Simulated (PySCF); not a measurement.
Compound: C5H8NS (charge -1).
SMILES with atom numbers: `[CH3:1]/[N:2]=[CH:3]/[C:4]1([S-:5])[CH2:6][CH2:7]1` (hydrogens: H8, H9, H10 on C1; H11 on C3; H12, H13 on C6; H14, H15 on C7)

Computed geometry: GFN2-xTB, gas phase.

Task: Give the optimised bond lengths and angles.

Result: 
```json
{"bond": "C1–N2", "length (bohr)": "2.704", "order": "single"}
{"bond": "N2=C3", "length (bohr)": "2.405", "order": "double"}
{"bond": "C3–C4", "length (bohr)": "2.761", "order": "single"}
{"bond": "C4–S5", "length (bohr)": "3.361", "order": "single"}
{"bond": "C4–C6, C4–C7", "length (bohr)": "2.835", "order": "single"}
{"bond": "C6–C7", "length (bohr)": "2.845", "order": "single"}
{"bond": "C1–H8", "length (bohr)": "2.088", "order": "single"}
{"bond": "C1–H9, C1–H10", "length (bohr)": "2.069", "order": "single"}
{"bond": "C3–H11", "length (bohr)": "2.087", "order": "single"}
{"bond": "C6–H12, C7–H15", "length (bohr)": "2.046", "order": "single"}
{"bond": "C6–H13, C7–H14", "length (bohr)": "2.044", "order": "single"}
```

Bonds in one row agree within 0.02 bohr and their mean is given. Orders are formal, as drawn. A selection of angles:
```json
{"angle": "N2–C1–H8", "degrees": "113.7"}
{"angle": "N2–C1–H9", "degrees": "109.0"}
{"angle": "H8–C1–H9", "degrees": "108.9"}
{"angle": "H8–C1–H10", "degrees": "108.2"}
{"angle": "C1–N2–C3", "degrees": "118.8"}
{"angle": "N2–C3–C4", "degrees": "123.4"}
{"angle": "N2–C3–H11", "degrees": "121.7"}
{"angle": "C4–C3–H11", "degrees": "114.5"}
{"angle": "C3–C4–S5", "degrees": "101.9"}
{"angle": "C3–C4–C6", "degrees": "122.7"}
{"angle": "C3–C4–C7", "degrees": "122.5"}
{"angle": "S5–C4–C6", "degrees": "122.9"}
{"angle": "C6–C4–C7", "degrees": "60.2"}
{"angle": "C4–C6–C7", "degrees": "59.6"}
{"angle": "C4–C6–H12", "degrees": "118.7"}
{"angle": "C4–C6–H13", "degrees": "117.7"}
{"angle": "C7–C6–H12", "degrees": "118.3"}
{"angle": "C7–C6–H13", "degrees": "117.9"}
{"angle": "H12–C6–H13", "degrees": "114.1"}
{"angle": "C4–C7–H15", "degrees": "117.6"}
```

Torsions: C1–N2–C3–C4 -170° (antiperiplanar); N2–C3–C4–S5 111° (anticlinal); C3–C4–C6–C7 112° (anticlinal); C3–C4–C7–C6 -112° (anticlinal). The mirror-image conformer, all signs reversed, is as good.

C3 (imine carbon) is planar (angles 123.4°, 121.7° and 114.5°, sum 359.7°, 0.04 Å off the plane of its three neighbours). Of the pairs four or more bonds apart, H8···H11 is among the closest relative to their van der Waals radii: 2.22 Å, 93 % of the sum of Bondi's values. The C–N distances run from 1.272 Å (N2=C3, drawn double) to 1.431 Å (C1–N2, drawn single), a spread of 0.159 Å. The 4 C–C bonds span 1.461 Å (C3–C4, drawn single) to 1.506 Å (C6–C7, drawn single), a spread of 0.045 Å. The 3-membered ring C4–C6–C7 has internal angles of 59.6° to 60.2°.

Point group: C1 (no symmetry element, even within 0.4 Å). No GFN2-xTB frequencies stand behind this structure, so it isn't proved a minimum.
